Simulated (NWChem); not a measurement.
CrN$_{2}$H$_{4}$O$_{2}$; SMILES [Cr]([NH2])([NH2])(=[O])=[O]

```xyz
9

Cr     0.0000     0.0000     0.0998
O      1.2990     0.0000     0.9263
O     -1.2990     0.0000     0.9263
N      0.0000    -1.4780    -0.9001
H      0.8501    -1.9698    -1.1539
H     -0.8501    -1.9698    -1.1539
N      0.0000     1.4780    -0.9001
H      0.8501     1.9698    -1.1539
H     -0.8501     1.9698    -1.1539
```
Atoms are numbered in this order, from 1.

Program: NWChem. All runs use the structure optimised with PBE0/def2-SVP. No frequency run checked for a minimum. Level PBE/def2-SVP: energy and gradient on several grids; changes count from the extra-fine grid, which is no exact limit either.

```csv
grid,size of the energy change (μHa),largest change of a gradient component (μHa/bohr)
xcoarse,1000,10000
coarse,200,300
medium,< 10,60
fine,< 10,< 30
xfine,< 10,< 30
```
